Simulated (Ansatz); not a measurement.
Geometry optimisation, DFT PBE, scalar-relativistic, plane waves, PAW in Ansatz 0.2.0.

input.yaml

```yaml
accuracy: low
crystal:
  lattice:
    - [0.0, 5.43, 5.43]
    - [5.43, 0.0, 5.43]
    - [5.43, 5.43, 0.0]
  atoms:
    - { symbol: Si, position: [0.0, 0.0, 0.0] }
    - { symbol: Si, position: [0.125, 0.125, 0.125] }
    - { symbol: Si, position: [0.0, 0.0, 0.5] }
    - { symbol: Si, position: [0.125, 0.125, 0.625] }
    - { symbol: Si, position: [0.0, 0.5, 0.0] }
    - { symbol: Si, position: [0.125, 0.625, 0.125] }
    - { symbol: Si, position: [0.0, 0.5, 0.5] }
    - { symbol: Si, position: [0.125, 0.625, 0.625] }
    - { symbol: Si, position: [0.5, 0.0, 0.0] }
    - { symbol: Si, position: [0.625, 0.125, 0.125] }
    - { symbol: Si, position: [0.5, 0.0, 0.5] }
    - { symbol: Si, position: [0.625, 0.125, 0.625] }
    - { symbol: Si, position: [0.5, 0.5, 0.0] }
    - { symbol: Si, position: [0.625, 0.625, 0.125] }
    - { symbol: Si, position: [0.5, 0.5, 0.5] }
    - { symbol: Si, position: [0.625, 0.625, 0.625] }
    - { symbol: "N", position: [0.3657586, 0.8895795, 0.8695717], spin: 1.0 }
magnetization:
  spin_polarized: true
basis:
  ecutwfc: 420.0
kpoints:
  mp_grid: { grid: [2, 2, 2] }
hamiltonian:
  xc: pbe
  pseudopotentials: { kind: paw, azcp: { folder: soft_1 } }
scf:
  occupations: { method: fermi_dirac, width: 0.05 }
  lower_state_search: "off"
relax:
  f_tol: 0.08
  max_steps: 25
  adjacent_minimum: "off"
output:
  write_density: true
  write_potential: true
  elf: true
  volumetric_format: npy
```

Command:

```bash
$ ansatz run input.yaml --threads 1 --pin off --max-ram 3072MiB --backend cpu --events-out ev --progress --plain --runs-dir out
```

Q: Where does it end, and by what steps?

A: The forces met the threshold. The threshold is loose, so the end isn't yet a minimum. Limits of this set-up: coarse k mesh, low accuracy level. After 20 steps the energy has fallen by 2.722 eV; N17 moved furthest, 1.59 Å. Parted: Si4–Si11. Joined: Si4–N17.

```csv
step,energy less start (eV),largest force component (eV/Å),accepted
0,0.0000,0.614,yes
1,-0.1574,0.476,yes
2,-0.5026,1.072,yes
3,-0.9396,1.223,yes
4,-1.2729,1.005,yes
5,-1.5105,0.944,yes
6,-1.8115,0.982,yes
7,-2.0437,1.849,yes
8,-2.3742,1.124,yes
9,-2.5535,0.395,yes
10,-2.6037,0.236,yes
11,-2.6030,0.304,no
12,-2.6172,0.121,yes
13,-2.6260,0.151,yes
14,-2.6492,0.297,yes
15,-2.6636,0.491,yes
16,-2.6890,0.391,yes
17,-2.6557,1.053,no
18,-2.7193,0.111,yes
19,-2.7190,0.086,no
20,-2.7220,0.023,yes
```

```xyz
17
Lattice="0.0000 5.4300 5.4300 5.4300 0.0000 5.4300 5.4300 5.4300 0.0000" Properties=species:S:1:pos:R:3
Si -0.119 0.231 0.221
Si 1.325 1.580 1.452
Si 2.477 2.822 -0.111
Si 4.306 3.549 1.027
Si 2.655 0.100 2.688
Si 3.977 1.397 4.127
Si 5.474 2.494 2.714
Si 6.614 4.178 3.916
Si 0.023 2.990 2.812
Si 1.411 4.374 4.119
Si 2.919 5.685 2.652
Si 4.076 7.049 4.128
Si 2.680 2.880 5.411
Si 4.059 4.202 6.787
Si 5.376 5.537 5.378
Si 6.872 6.785 6.698
N 9.727 5.156 7.097
```

Run time: 6 min on 1 thread of Arm Neoverse V2, on a shared host, peak memory 0.68 GiB.
